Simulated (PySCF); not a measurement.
# One molecule, several mistakes: CFH4Si2 cation

Calculated results; nothing here was measured. The program is PySCF 2.14.0, an open-source quantum chemistry code, run on an isolated molecule that a program drew, which may never have been made. The molecule is CFH4Si2 cation (charge +1, singlet), drawn as the SMILES string `F[SiH]=C[SiH2+]`.

Each row is a Hartree-Fock (HF) and frozen-core CCSD(T) single point in the cc-pV(D+d)Z basis, meant for a local HF minimum. Run 1 is clean. Each other run has one planted mistake out of seven kinds, and not every kind appears here: one electron removed, one electron added, multiplicity raised by two, geometry at a saddle point, minimal basis STO-3G, one bond length entered in bohr, all coordinates scaled. The reference is restricted for singlets and unrestricted otherwise, and also for a bond in bohr. Adding or removing an electron swaps singlet and doublet. Electrons count all cores. HOMO and LUMO are orbital energies over both spins, the gradient is its largest component, and the lowest frequency (negative if imaginary) is given only where the gradient is small. Bond lengths are over the 7 bonds as drawn. T1 is the CCSD diagnostic: over 0.02 (restricted) or 0.045 (unrestricted) a single reference is doubtful.

Geometry of the clean run:
```xyz
8
CFH4Si2 cation, angstrom
F    -2.4123   -2.2613    3.5962
Si   -1.4122   -1.3291    2.8296
C    -1.8188    0.3061    2.4564
Si   -0.7663    1.3993    1.6123
H    -0.1692   -2.0102    2.5024
H    -2.7948    0.6701    2.7714
H    -1.1574    2.7759    1.3205
H     0.5575    0.9625    1.1658
```

| run | electrons | basis functions | <S^2> | HOMO (eV) | LUMO (eV) | gradient (hartree/bohr) | lowest frequency (cm^-1) | mean bond (Å) | longest bond (Å) | T1 | HF (hartree) | CCSD(T) (hartree) | mistake |
|---|---|---|---|---|---|---|---|---|---|---|---|---|---|
| 1 | 46 | 94 | 0.000 | -15.41 | -4.62 | 1.3e-05 | 119 | 1.4996 | 1.737 | 0.0152 | -717.26623 | -717.80827 | no fault |
| 2 | 46 | 94 | 2.021 | -11.74 | -6.79 | 7.4e-02 | - | 1.4996 | 1.737 | 0.0178 | -717.16126 | -717.67806 | multiplicity raised by two |
| 3 | 46 | 94 | 0.860 | -15.40 | -4.94 | 1.2e-02 | - | 1.6856 | 2.766 | 0.0421 | -717.15175 | -717.68213 | one bond length entered in bohr |
| 4 | 46 | 32 | 0.000 | -12.81 | -1.47 | 1.9e-02 | - | 1.4996 | 1.737 | 0.0224 | -708.75287 | -708.96640 | minimal basis STO-3G |
| 5 | 46 | 94 | 0.000 | -15.14 | -4.72 | 1.8e-02 | - | 1.5371 | 1.780 | 0.0162 | -717.26087 | -717.80778 | ? |

**Which mistake was planted in run 5, and what did it cost?**

The mean and the longest bond both change by the same factor, 1.025, and the gradient is no longer small. So the mistake is: all coordinates scaled. Subtracting run 1 and multiplying by 627.51 kcal/mol a hartree, the energy moved by 3.4 kcal/mol in HF and 0.3 kcal/mol in CCSD(T).

Cautions from the logs. Run 4: T1 is over the limit, so its CCSD(T) energy is less reliable.
